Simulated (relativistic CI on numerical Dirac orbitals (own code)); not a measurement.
# Calculated levels, Pd XV

Method of calculation: Dirac-Coulomb-Breit CI, separate exchange-only KLI orbitals for each configuration, model QED (radiative potential, 1s self-energy scaled to tabulated hydrogen-like ionisation energies), unscaled Slater integrals (own radial code, finite nucleus).

CI space (outside the closed core [Ar] 3d10): 4s2.4p2, 4s.4p3, 4p4, 4s2.4p.4d, 4s.4p2.4d, 4s2.4p.4f, 4s.4p2.4f, 4p3.4d, 4s.4p.4d2, 4s2.4p.5s, 4s2.4d.4f, 4s2.4p.5p, 4p3.4f, 4p3.5s, 4s.4p2.5s, 4s.4p.4d.5s, 4s2.4p.5d, 4s.4p2.5p, 4s2.4f.5s, 4p2.4d.4f, 4s2.4p.5f, 4s2.4p.6s, 4s2.4p.5g, 4s.4p.4f2, 4s.4p2.5d, 4s2.4p.6p, 4s.4p.5s2, 4s2.4d2, 4s.4d3, 4s.4d2.4f, 4p2.4d2, 4p.4d3, 4p.4d2.4f, 4p.4d2.5s, 4s2.4f2, 4s.4d.4f2, 4s.4f3, 4s2.4d.5s, 4s.4d2.5s, 4s.4d.4f.5s, 4p2.4f2, 4p.4d.4f2, 4p.4f3, 4p.4f2.5s, 4s.4p.4d.4f, 4s2.5s2, 4s.4d.5s2, 4s.4f.5s2, 4p2.4d.5s, 4p.4d.4f.5s, 4p.4d.5s2, 4s.4p.4f.5s, 4s.4f2.5s. Double excitations out of closed p, d and f shells are left out; levels of such configurations are missing from the list, as are those of other unlisted configurations, and high levels can miss mixing partners. These lack a partner that the ground configuration has and come out too high: 4s.4p2.5p, 4s.4p2.5d, 4s2.4p.5p, 4s2.4p.5d, 4s2.4p.5f.

The lowest level is 4s2.4p2 3P_0, with 84 % of that term; Hund's rules for 4s2.4p2 give 3P with J = 0, in agreement.

```tsv
No.	Configuration	Term	J	E (cm⁻¹)	%	Next component (%)	jj configuration (%)
1	4s2.4p2	3P	0	0	84	14 1S	4p1/2^2 (93)
2	4s2.4p2	3P	1	35985	98	1 4s.4p2.4d 3P	4p1/2 4p3/2 (98)
3	4s2.4p2	3P	2	49669	58	40 1D	4p1/2 4p3/2 (91)
4	4s2.4p2	1D	2	97690	57	40 3P	4p3/2^2 (91)
5	4s2.4p2	1S	0	135634	83	14 3P	4p3/2^2 (92)
6	4s.4p3(4S°)	5S°	2	280814	88	9 3P°	4s 4p3/2 (52)
7	4s.4p3(2D°)	3D°	1	342528	72	15 3P°	4s 4p3/2 (59)
8	4s.4p3(2D°)	3D°	2	346844	70	16 3P°	4s 4p1/2 4p3/2^2 (64)
9	4s.4p3(2D°)	3D°	3	361183	93	6 4s2.4p.4d 3D°	4s 4p1/2 4p3/2^2 (93)
10	4s.4p3(2P°)	3P°	0	393888	94	5 4s2.4p.4d 3P°	4s 4p1/2 4p3/2^2 (94)
11	4s.4p3(2P°)	3P°	1	399504	74	15 3D°	4s 4p1/2 4p3/2^2 (72)
12	4s.4p3(2P°)	3P°	2	404831	46	21 1D°	4s 4p1/2 4p3/2^2 (40)
13	4s.4p3(2D°)	1D°	2	448544	52	22 3P°	4s 4p3/2^3 (47)
14	4s.4p3(4S°)	3S°	1	459064	58	33 1P°	4s 4p1/2 4p3/2^2 (65)
15	4s.4p3(2P°)	1P°	1	512746	54	34 3S°	4s 4p3/2^3 (68)
16	4s2.4p.4d	3F°	2	515127	90	4 4s.4p3 1D°	4p1/2 4d3/2 (83)
17	4s2.4p.4d	3F°	3	534736	92	3 3D°	4p1/2 4d5/2 (66)
18	4s2.4p.4d	3P°	2	563771	44	27 1D°	4p1/2 4d5/2 (80)
19	4s2.4p.4d	3F°	4	567050	98	1 4p3.4d 3F°	4p3/2 4d5/2 (98)
20	4s2.4p.4d	3D°	1	575472	52	31 3P°	4p1/2 4d3/2 (81)
21	4s2.4p.4d	1D°	2	598894	42	25 3D°	4p3/2 4d3/2 (43)
22	4s2.4p.4d	3P°	0	605986	92	5 4s.4p3 3P°	4p3/2 4d3/2 (92)
23	4s2.4p.4d	3P°	1	611579	59	31 3D°	4p3/2 4d3/2 (81)
24	4s2.4p.4d	3D°	3	614073	80	7 1F°	4p3/2 4d5/2 (43)
25	4s2.4p.4d	3D°	2	617866	50	35 3P°	4p3/2 4d5/2 (50)
26	4s2.4p.4d	1F°	3	658690	88	8 3D°	4p3/2 4d5/2 (50)
27	4s2.4p.4d	1P°	1	668101	82	7 3D°	4p3/2 4d5/2 (75)
28	4p4	3P	2	689486	58	19 1D	4p3/2^2 (76)
29	4p4	3P	0	722065	56	22 1S	4p3/2^2 (66)
30	4p4	3P	1	732136	72	24 4s.4p2.4d 3P	4p1/2 4p3/2^3 (72)
31	4p4	1D	2	740625	56	18 3P	4p1/2 4p3/2^3 (73)
32	4s.4p2(3P)<4P>.4d	5F	1	752787	87	6 3D	4s 4p1/2^2 4d3/2 (58)
33	4s.4p2(3P)<4P>.4d	5F	2	758603	78	14 5D	4s 4p1/2^2 4d3/2 (35)
34	4s.4p2(3P)<4P>.4d	5F	3	769204	70	23 5D	4s 4p1/2^2 4d5/2 (39)
35	4s.4p2(3P)<4P>.4d	5F	4	786813	80	18 5D	4s 4p1/2 4p3/2 4d5/2 (79)
36	4s.4p2(3P)<4P>.4d	5D	0	786884	94	4 3P	4s 4p1/2 4p3/2 4d3/2 (88)
37	4s.4p2(3P)<4P>.4d	5D	1	789372	87	6 5F	4s 4p1/2 4p3/2 4d3/2 (76)
38	4s.4p2(3P)<4P>.4d	5D	2	791391	67	16 5F	4s 4p1/2 4p3/2 4d3/2 (65)
39	4s.4p2(3P)<4P>.4d	5D	3	794678	49	23 5F	4s 4p1/2 4p3/2 4d3/2 (50)
40	4s.4p2(3P)<4P>.4d	5D	4	803915	58	25 3F	4s 4p1/2 4p3/2 4d5/2 (47)
41	4s.4p2(3P)<4P>.4d	5F	5	804825	91	8 3G	4s 4p1/2 4p3/2 4d5/2 (62)
42	4s.4p2(3P)<4P>.4d	3F	2	812114	84	5 5D	4s 4p1/2 4p3/2 4d5/2 (38)
43	4p4	1S	0	817117	52	16 3P	4p3/2^4 (56)
44	4s.4p2(1D)<2D>.4d	3F	3	826948	71	10 5D	4s 4p1/2 4p3/2 4d5/2 (54)
45	4s.4p2(3P)<4P>.4d	3P	2	840013	67	12 4p4 3P	4s 4p1/2 4p3/2 4d5/2 (60)
46	4s.4p2(3P)<4P>.4d	5P	3	842055	75	14 5D	4s 4p1/2 4p3/2 4d5/2 (47)
47	4s.4p2(3P)<4P>.4d	5P	2	848812	83	6 5D	4s 4p1/2 4p3/2 4d3/2 (47)
48	4s.4p2(3P)<4P>.4d	3F	4	850221	60	22 5D	4s 4p3/2^2 4d5/2 (70)
49	4s.4p2(3P)<4P>.4d	5P	1	852036	84	9 3P	4s 4p1/2 4p3/2 4d3/2 (55)
50	4s.4p2(3P)<4P>.4d	3P	1	862322	52	17 3D	4s 4p1/2 4p3/2 4d5/2 (33)
51	4s.4p2(1D)<2D>.4d	3G	3	864868	79	10 1F	4s 4p1/2 4p3/2 4d3/2 (76)
52	4s.4p2(1D)<2D>.4d	3G	4	875456	81	10 3F	4s 4p1/2 4p3/2 4d5/2 (49)
53	4s.4p2(3P)<2P>.4d	3F	2	880497	38	35 3D	4s 4p1/2^2 4d3/2 (26)
54	4s.4p2(3P)<4P>.4d	3P	0	883528	74	15 4p4 3P	4s 4p3/2^2 4d5/2 (41)
55	4s.4p2(1D)<2D>.4d	3G	5	888125	86	9 5F	4s 4p3/2^2 4d5/2 (60)
56	4s.4p2(3P)<4P>.4d	3D	3	891857	49	35 1F	4s 4p1/2 4p3/2 4d5/2 (60)
57	4s.4p2(3P)<4P>.4d	3D	1	893503	69	19 3P	4s 4p1/2 4p3/2 4d5/2 (35)
58	4s.4p2(1D)<2D>.4d	1G	4	898619	70	17 3F	4s 4p1/2 4p3/2 4d5/2 (55)
59	4s.4p2(1D)<2D>.4d	3D	3	901294	43	27 1F	4s 4p1/2 4p3/2 4d5/2 (46)
60	4s.4p2(1D)<2D>.4d	3D	2	909580	55	30 3F	4s 4p3/2^2 4d3/2 (44)
61	4s.4p2(1D)<2D>.4d	3D	1	910811	77	18 1P	4s 4p1/2 4p3/2 4d3/2 (76)
62	4s.4p2(1D)<2D>.4d	3D	1	915919	64	26 1P	4s 4p1/2 4p3/2 4d5/2 (44)
63	4s.4p2(3P)<2P>.4d	3F	3	919299	49	41 3D	4s 4p1/2 4p3/2 4d5/2 (51)
64	4s.4p2(1D)<2D>.4d	3D	2	921088	70	19 3F	4s 4p1/2 4p3/2 4d5/2 (43)
65	4s.4p2(1D)<2D>.4d	3P	0	923346	87	8 4s2.4d2 3P	4s 4p1/2 4p3/2 4d5/2 (46)
66	4s.4p2(1D)<2D>.4d	3P	1	928878	57	23 3S	4s 4p1/2 4p3/2 4d5/2 (76)
67	4s.4p2(3P)<2P>.4d	3F	2	931018	45	32 3D	4s 4p1/2 4p3/2 4d3/2 (38)
68	4s.4p2(3P)<2P>.4d	3F	3	932097	43	30 3D	4s 4p3/2^2 4d3/2 (24)
69	4s.4p2(3P)<2P>.4d	3D	2	936105	44	19 3F	4s 4p1/2 4p3/2 4d5/2 (42)
70	4s.4p2(1D)<2D>.4d	3S	1	942770	27	27 3D	4s 4p3/2^2 4d3/2 (42)
```

Energies count from the lowest computed level; ° marks odd parity. Percentages are summed over parent terms; the parents shown are those of the largest component, closed shells are left out there, and <> holds an intermediate term. Filled j subshells are mostly left out of the jj labels.

The mean weight of the leading LS term, summed over parents, in these 70 levels is 68 %, and that of the leading jj configuration (from the same eigenvectors) 61 %.

At this charge energies of transitions that change n are usually good to better than 1 %, and those within a shell (Δn = 0) to a few per cent.

LS names give the leading component of a level, which can be under half, so a name can repeat, a term be missing and a line seem to break the LS rules.
